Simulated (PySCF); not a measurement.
Stationary points of NbS₂⁺

Level of theory: PBE0 in PySCF with Nb def2-TZVP with ECP28, S def2-TZVP; scalar-relativistic core potentials, no spin–orbit coupling; density-fitted integrals.

Relaxations began from a few typed shapes. The search is not exhaustive: other isomers or separated fragments can lie lower, and high-lying points may rest on an excited occupation.

```tsv
spin	group	bonds	angles	imaginary modes (cm⁻¹)	ΔE (kJ/mol)	ΔE with ZPE (kJ/mol)
singlet	C2v	Nb–S 2.098 Å (×2)	S–Nb–S 104.7°	none	0.0	0.0
singlet (closed shell, unstable to spin polarisation)	C2v	Nb–S 2.235 Å (×2), S–S 2.068 Å	Nb–S–S 62.4° (×2), S–Nb–S 55.1°	none	165.4	165.1
```

The lowest minimum found is the singlet C2v: Nb–S 2.098 Å (×2); S–Nb–S 104.7°.

Formally Nb is in oxidation state +5, d0. A d0 centre has no lone pair, yet it is C2v rather than linear: covalent bonding through the d orbitals favours lower symmetry. The polar-tensor charge on Nb, 1.51, is far below the formal one.
